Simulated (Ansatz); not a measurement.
Geometry optimisation, UKS PBE-D4/def2-SVP (Ansatz).

Input file:

```yaml
crystal:
  periodic: [false, false, false]
  atoms:
    - { symbol: Al, position_ang: [0.62112, -1.01063, 0.13002] }
    - { symbol: Sb, position_ang: [-0.80813, 1.21338, 0.3124] }
    - { symbol: H, position_ang: [1.02975, -1.99779, 1.3395] }
    - { symbol: H, position_ang: [-1.40805, 0.27615, -1.04611] }
    - { symbol: H, position_ang: [0.56531, 1.51889, -0.73581] }
magnetization:
  spin_polarized: true
  initial_magnetization: 1
basis:
  gaussian: { orbitals: def2-SVP }
hamiltonian:
  xc: pbe
  dispersion: d4
relax:
  f_tol: 0.015
  max_steps: 40
output:
  orbitals: {}
```

Command:

```bash
$ ansatz run input.yaml --threads 1 --pin off --max-ram 2048MiB --backend cpu --events-out ev --progress --plain --runs-dir out
```

Task: Where does it end, and by what steps?

Result: The forces met the threshold. The force dipped under the threshold on the way, but the program's further checks kept it going. After 18 steps the energy has fallen by 0.216 eV; Al1 moved furthest, 0.59 Å.

```json
{"step": "0", "energy less start (eV)": "0.0000", "largest force component (eV/Å)": "0.284", "accepted": "yes"}
{"step": "1", "energy less start (eV)": "-0.1137", "largest force component (eV/Å)": "0.276", "accepted": "yes"}
{"step": "2", "energy less start (eV)": "-0.1419", "largest force component (eV/Å)": "0.447", "accepted": "yes"}
{"step": "3", "energy less start (eV)": "-0.1572", "largest force component (eV/Å)": "0.156", "accepted": "yes"}
{"step": "4", "energy less start (eV)": "-0.1641", "largest force component (eV/Å)": "0.052", "accepted": "yes"}
{"step": "5", "energy less start (eV)": "-0.1649", "largest force component (eV/Å)": "0.006", "accepted": "yes"}
{"step": "6", "energy less start (eV)": "-0.1649", "largest force component (eV/Å)": "0.008", "accepted": "yes"}
{"step": "7", "energy less start (eV)": "-0.1652", "largest force component (eV/Å)": "0.039", "accepted": "yes"}
{"step": "8", "energy less start (eV)": "-0.1657", "largest force component (eV/Å)": "0.056", "accepted": "yes"}
{"step": "9", "energy less start (eV)": "-0.1667", "largest force component (eV/Å)": "0.073", "accepted": "yes"}
{"step": "10", "energy less start (eV)": "-0.1684", "largest force component (eV/Å)": "0.085", "accepted": "yes"}
{"step": "11", "energy less start (eV)": "-0.1580", "largest force component (eV/Å)": "0.451", "accepted": "no"}
{"step": "12", "energy less start (eV)": "-0.1783", "largest force component (eV/Å)": "0.100", "accepted": "yes"}
{"step": "13", "energy less start (eV)": "-0.1889", "largest force component (eV/Å)": "0.106", "accepted": "yes"}
{"step": "14", "energy less start (eV)": "-0.1992", "largest force component (eV/Å)": "0.251", "accepted": "yes"}
{"step": "15", "energy less start (eV)": "-0.2142", "largest force component (eV/Å)": "0.040", "accepted": "yes"}
{"step": "16", "energy less start (eV)": "-0.2155", "largest force component (eV/Å)": "0.020", "accepted": "yes"}
{"step": "17", "energy less start (eV)": "-0.2147", "largest force component (eV/Å)": "0.027", "accepted": "no"}
{"step": "18", "energy less start (eV)": "-0.2157", "largest force component (eV/Å)": "0.010", "accepted": "yes"}
```

```xyz
5
Properties=species:S:1:pos:R:3
Al 1.134 -0.936 0.404
Sb -0.534 1.185 0.280
H 0.530 -2.241 1.169
H -1.464 0.161 -0.776
H 0.333 1.831 -1.076
```

Whether the end is a true minimum wasn't checked by a vibrational analysis.

Time of the run: 40 s on 1 thread of Intel(R) Xeon(R) Processor @ 2.70GHz, on a shared host, peak memory 0.14 GiB.
